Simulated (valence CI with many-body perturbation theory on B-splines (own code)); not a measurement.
## Missing levels of Mo²⁰⁺

Computed by valence CI with perturbative core correlation (CI+MBPT): four valence electrons over a frozen Dirac-Fock core [Ar], radial functions for each j: 7 s, 7 p, 8 d, 6 f, 4 g, 1 h, with the one-electron correlation potential Σ1 (screened to all orders), the two-electron term Σ2, the three-electron term Σ3, Breit, model QED; selected single and double excitations, second order for the rest, scaled by the run's own slope (own B-spline code, finite nucleus).

No measured spectrum was set against this ion. As an estimate, terms of the open shell hold to 2 to 4 % of their energy, and close levels can change places. Only levels of the ground parity were solved; by the run's estimate the other parity begins above the list, which can be wrong where configurations are misplaced.

| Level | E (cm⁻¹) |
| --- | --- |
| 3d⁴ ⁵D_0 | 0.0 |
| 3d⁴ ⁵D_1 | 10188 |
| 3d⁴ ⁵D_2 | 20813 |
| 3d⁴ ⁵D_3 | 30409 |
| 3d⁴ ⁵D_4 | 38494 |
| 3d⁴ ³P_0 [a] | ? |
| 3d⁴ ³H_4 | 78651 |
| 3d⁴ ³G_3 | 94287 |
| 3d⁴ ³P_1 [a] | 94922 |
| 3d⁴ ³H_5 | 95026 |
| 3d⁴ ³F_2 [a] | 97957 |
| 3d⁴ ³H_6 | ? |
| 3d⁴ ³F_4 [a] | ? |
| 3d⁴ ³P_2 [a] | 117870 |
| 3d⁴ ³G_4 | 118430 |
| 3d⁴ ³F_3 [a] | ? |
| 3d⁴ ³D_3 | ? |
| 3d⁴ ³G_5 | ? |
| 3d⁴ ³D_2 | 140690 |
| 3d⁴ ¹I_6 | 145500 |

Names give the largest LS component (configuration and term), which can be under half, so a name can repeat, a term be missing and a line seem to break the LS rules; names also repeat where a configuration has a term twice. Letters in brackets count levels of one name in rising energy.

Q: The levels stand in rising order. What does the calculation give for the missing energies?

A: 3d⁴ ³P_0 [a] 70087; 3d⁴ ³H_6 102490; 3d⁴ ³F_4 [a] 110730; 3d⁴ ³F_3 [a] 124150; 3d⁴ ³D_3 132970; 3d⁴ ³G_5 134490.
